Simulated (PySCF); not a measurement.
Optical rotation: `C1[C@@H](CO)[C@@H](Br)[C@@H]1Cl`, C5H8BrClO

Geometry:
```csv
atom,x (Å),y (Å),z (Å)
O1,-2.373,0.968,-0.738
C2,-1.615,0.173,0.128
C3,-0.323,-0.344,-0.515
C4,0.483,-1.295,0.392
C5,1.510,-0.180,0.628
Cl6,3.217,-0.619,0.412
C7,0.886,0.612,-0.519
Br8,0.572,2.504,-0.173
H9,-1.931,1.819,-0.858
H10,-1.383,0.705,1.062
H11,-2.246,-0.687,0.369
H12,-0.571,-0.733,-1.505
H13,0.904,-2.143,-0.142
H14,-0.032,-1.644,1.283
H15,1.424,0.305,1.601
H16,1.470,0.570,-1.437
```

Computed, not measured: TDDFT B3LYP/def2-SVPD circular dichroism and optical rotation, one conformer, gas phase in PySCF 2.14.0. Geometry: GFN2-xTB.

The molecule is flexible and this is one conformer; a measurement averages over conformers. The calculation is non-relativistic, which matters for the atoms heavier than Zn.

Stereocentres: C3 S, C5 R, C7 R.

Problem. Give the optical rotatory dispersion at 633, 589.3, 546, 436, 405, 365, 355 nm.

Solution. [α] in deg dm⁻¹ (g/mL)⁻¹:
| λ (nm) | origin-invariant length gauge | modified velocity gauge | length gauge (centre of mass) | isotropic polarisability (au) |
| --- | --- | --- | --- | --- |
| 633 | -62.9 | -66.9 | -60.5 | 100.6 |
| 589.3 | -73.6 | -78.2 | -70.7 | 101.0 |
| 546 | -87.1 | -92.6 | -83.8 | 101.5 |
| 436 | -145.7 | -155.0 | -140.3 | 103.4 |
| 405 | -173.6 | -184.9 | -167.4 | 104.2 |
| 365 | -224.0 | -238.9 | -216.2 | 105.8 |
| 355 | -240.2 | -256.3 | -231.9 | 106.3 |

Problem. And for the mirror image at 589.3 nm?

Solution. +73.6 deg dm⁻¹ (g/mL)⁻¹ (origin-invariant length gauge): the same size and the opposite sign.

Problem. What is the molar rotation [Φ] = [α]·M/100 of the geometry above at 589.3 nm?

Solution. With M = 199.47 g/mol, -146.8 deg cm² dmol⁻¹ (origin-invariant length gauge).

The first excitation lies at 5.91 eV (210 nm) with R = -2.0 × 10⁻⁴⁰ esu² cm² (velocity form).
